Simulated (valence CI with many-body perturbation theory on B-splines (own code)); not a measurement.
# Sensitivity of CI+MBPT for Bi62+

Calculated by relativistic CI+MBPT: three valence electrons over a frozen Dirac-Fock core [Ar], radial functions for each j: 6 s, 6 p, 5 d, 5 f, 1 g, with the one-electron correlation potential Σ1, the two-electron term Σ2, the three-electron term Σ3, Breit, model QED; selected CI, second order for the rest (own B-spline code, finite nucleus).

No measured spectrum was set against this ion. As an estimate, large intervals hold to a few tenths of a per cent, small ones and those within an open d or f shell to about a per cent. The list stops below the first excitations out of the core. Only levels of the ground parity were solved; by the run's estimate the other parity begins above the list, which can be wrong where configurations are misplaced.

The reference run has the lowest level (3d3/2^3) J=3/2 and an ionisation energy of 6805.53 eV. Its largest variational space holds 2180 state functions.

Levels are named by their leading jj configuration (3d3/2^4 stands for four electrons in 3d with j = 3/2), which in mixed levels can hold well under half, so a name can repeat and another be missing. Letters in brackets count levels of one name in rising energy.

Changed runs:
A. correlating orbitals by l 3 3 3 3 1 → 5 5 4 4 0; logarithmic knot step 0.27 → 0.2
B. correlating orbitals by l 3 3 3 3 1 → 3 2 3 3 0
C. Breit term on → off; QED terms on → off
D. cutoff of virtual states (hartree) 13778 → 704.17 (bad on purpose)

Excitation energies of the reference run in cm⁻¹, and shifts in cm⁻¹:

```tsv
Level	Reference	A	B	C	D
(3d3/2^2 3d5/2) J=5/2 [a]	947131	-147	-148	+21279	-348
(3d3/2^2 3d5/2) J=3/2	1003940	+57	+46	+17628	-316
(3d3/2^2 3d5/2) J=9/2	1034680	+227	+237	+39671	-272
(3d3/2^2 3d5/2) J=7/2	1041730	+143	+148	+33616	-296
(3d3/2^2 3d5/2) J=1/2	1054790	+200	+192	+20596	-306
(3d3/2^2 3d5/2) J=5/2 [b]	1283930	+389	+363	+19280	-216
(3d3/2 3d5/2^2) J=7/2	1972390	-87	-90	+44735	-691
(3d3/2 3d5/2^2) J=9/2	2016460	+70	+73	+55583	-655
(3d3/2 3d5/2^2) J=3/2	2068410	+31	+17	+35482	-686
(3d3/2 3d5/2^2) J=1/2	2096160	+265	+253	+38743	-674
(3d3/2 3d5/2^2) J=11/2	2101610	+385	+391	+65441	-584
(3d3/2 3d5/2^2) J=5/2	2104400	+137	+117	+39583	-625
Ionisation energy (eV)	6805.53	-0.028	-0.029	+7.11	-0.33
```
